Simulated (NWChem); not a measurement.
System: B₂, triplet; SMILES [B][B]

Here is an NWChem input.

```
start job
memory heap 200 mb stack 700 mb global 900 mb
geometry units angstroms
  B      0.000000     0.000000    -0.812772
  B      0.000000     0.000000     0.812772
end
basis spherical
  B library def2-svp
end
dft
  odft
  mult 3
  xc slater vwn_5
  iterations 150
end
driver
  maxiter 120
end
task dft optimize
task dft freq
```

Excerpt of the output:

```
             Northwest Computational Chemistry Package (NWChem) 7.3.0
             --------------------------------------------------------

 ORDER OF PRIMARY AXIS IS BEING SET TO 4
 D4H symmetry detected

                             Geometry "geometry" -> ""
                             -------------------------

 Output coordinates in angstroms (scale by  1.889725989 to convert to a.u.)

  No.       Tag          Charge          X              Y              Z
 ---- ---------------- ---------- -------------- -------------- --------------
    1 B                    5.0000     0.00000000     0.00000000    -0.81277200
    2 B                    5.0000     0.00000000     0.00000000     0.81277200

 Effective nuclear repulsion energy (a.u.)       8.1384639388

      Symmetry information
      --------------------

 Group name             D4h
 Group number             28
 Group order              16
 No. of unique centers     1

                                Z-matrix (autoz)
                                --------

 Units are Angstrom for bonds and degrees for angles

      Type          Name      I     J     K     L     M      Value
      ----------- --------  ----- ----- ----- ----- ----- ----------
    1 Stretch                  1     2                       1.62554

                           NWChem Geometry Optimization
                           ----------------------------

 maximum gradient threshold         (gmax) =   0.000450
 rms gradient threshold             (grms) =   0.000300
 maximum cartesian step threshold   (xmax) =   0.001800
 rms cartesian step threshold       (xrms) =   0.001200
 fixed trust radius                (trust) =   0.300000
 source of zmatrix                         =   autoz

          -------------------
          Energy Minimization
          -------------------

 Using diagonal initial Hessian
 Scaling for Hessian diagonals: bonds = 1.00  angles = 0.25  torsions = 0.10

          --------
          Step   0

                                 NWChem DFT Module
                                 -----------------

 Summary of "ao basis" -> "ao basis" (spherical)
 ------------------------------------------------------------------------------
       Tag                 Description            Shells   Functions and Types
 ---------------- ------------------------------  ------  ---------------------
 B                          def2-svp                 6       14   3s2p1d

[...]

      ----------------------
      Optimization converged
      ----------------------

  Step       Energy      Delta E   Gmax     Grms     Xrms     Xmax
  ---- ---------------- -------- -------- -------- -------- --------
@    2     -48.79284936 -1.1D-06  0.00001  0.00001  0.00091  0.00158
                                     ok       ok       ok       ok

                                Z-matrix (autoz)
                                --------

 Units are Angstrom for bonds and degrees for angles

      Type          Name      I     J     K     L     M      Value     Gradient
      ----------- --------  ----- ----- ----- ----- ----- ---------- ----------
    1 Stretch                  1     2                       1.62233   -0.00001

                         Geometry "geometry" -> "geometry"
                         ---------------------------------

 Output coordinates in angstroms (scale by  1.889725989 to convert to a.u.)

  No.       Tag          Charge          X              Y              Z
 ---- ---------------- ---------- -------------- -------------- --------------
    1 B                    5.0000     0.00000000     0.00000000    -0.81116539
    2 B                    5.0000     0.00000000     0.00000000     0.81116539

 Effective nuclear repulsion energy (a.u.)       8.1545831461

      Symmetry information
      --------------------

 Group name             D4h
 Group number             28
 Group order              16
 No. of unique centers     1

                Final and change from initial internal coordinates
                --------------------------------------------------

                                Z-matrix (autoz)
                                --------

 Units are Angstrom for bonds and degrees for angles

[...]

 Rotational Constants
 --------------------
 A=   0.000000 cm-1  (  0.000000 K)
 B=   1.163566 cm-1  (  1.674075 K)
 C=   1.163566 cm-1  (  1.674075 K)

 Temperature                      =   298.15K
 frequency scaling parameter      =   1.0000

 Linear Molecule

 Zero-Point correction to Energy  =    1.493 kcal/mol  (  0.002379 au)
 Thermal correction to Energy     =    2.993 kcal/mol  (  0.004770 au)
 Thermal correction to Enthalpy   =    3.585 kcal/mol  (  0.005714 au)

 Total Entropy                    =   46.173 cal/mol-K
   - Translational                =   35.191 cal/mol-K (mol. weight =  22.0186)
   - Rotational                   =   10.903 cal/mol-K (symmetry #  =        2)
   - Vibrational                  =    0.078 cal/mol-K

 Cv (constant volume heat capacity) =    5.296 cal/mol-K
   - Translational                  =    2.979 cal/mol-K
   - Rotational                     =    1.986 cal/mol-K
   - Vibrational                    =    0.330 cal/mol-K

[normal modes left out]

 ----------------------------------------------------------------------------
 Normal Eigenvalue ||           Projected Infra Red Intensities
  Mode   [cm**-1]  || [atomic units] [(debye/angs)**2] [(KM/mol)] [arbitrary]
 ------ ---------- || -------------- ----------------- ---------- -----------
    1       -0.000 ||    0.000000           0.000         0.000       0.150
    2        0.000 ||    0.000000           0.000         0.000       0.083
    3        0.000 ||    0.000000           0.000         0.000       0.082
    4        0.000 ||    0.000000           0.000         0.000       0.015
    5        0.000 ||    0.000000           0.000         0.000       0.000
    6     1044.966 ||    0.000000           0.000         0.000      59.669
 ----------------------------------------------------------------------------
```

Level: LDA (Slater exchange, VWN5)/def2-SVP, spin-unrestricted. No stability test was run on the SCF state.
